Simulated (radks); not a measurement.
The numbers below are computed, except where a source is named.
All-electron atom: the iron ion Fe3+ in [Ar] 3d4 4s1 (not the ground configuration). Level of theory: Dirac Kohn-Sham, BLYP, spin-unpolarised, spherical densities, point nucleus; open shells are shared between the two j in proportion to 2j + 1 (a radial shooting solver on a logarithmic mesh with Libxc functionals). Some entries of the table are withheld. Estimate them.

| orbital | occ. | eigenvalue (hartree) | <1/r> (bohr^-1) | <r^2> (bohr^2) |
|---|---|---|---|---|
| 1s1/2 | 2 | -258.9690 | 25.98 | (1) |
| 2s1/2 | 2 | -31.90170 | 5.579 | 0.08410 |
| 2p1/2 | 2 | (2) | 5.526 | (3) |
| 2p3/2 | 4 | (4) | 5.427 | (5) |
| 3s1/2 | 2 | -5.11404 | 1.784 | 0.7298 |
| 3p1/2 | 2 | (6) | 1.667 | 0.8008 |
| 3p3/2 | 4 | (7) | 1.645 | 0.8168 |
| 3d3/2 | 1.6 | (8) | 1.369 | (9) |
| 3d5/2 | 2.4 | (10) | 1.364 | (11) |
| 4s1/2 | 1 | -1.25438 | 0.6081 | 5.389 |

Answer. 
(1) 1s1/2 <r^2> (bohr^2): 0.004595
(2) 2p1/2 eigenvalue (hartree): -27.75644
(3) 2p1/2 <r^2> (bohr^2): 0.06708
(4) 2p3/2 eigenvalue (hartree): -27.29763
(5) 2p3/2 <r^2> (bohr^2): 0.06870
(6) 3p1/2 eigenvalue (hartree): -3.89144
(7) 3p3/2 eigenvalue (hartree): -3.83119
(8) 3d3/2 eigenvalue (hartree): -1.86261
(9) 3d3/2 <r^2> (bohr^2): 1.091
(10) 3d5/2 eigenvalue (hartree): -1.85542
(11) 3d5/2 <r^2> (bohr^2): 1.098
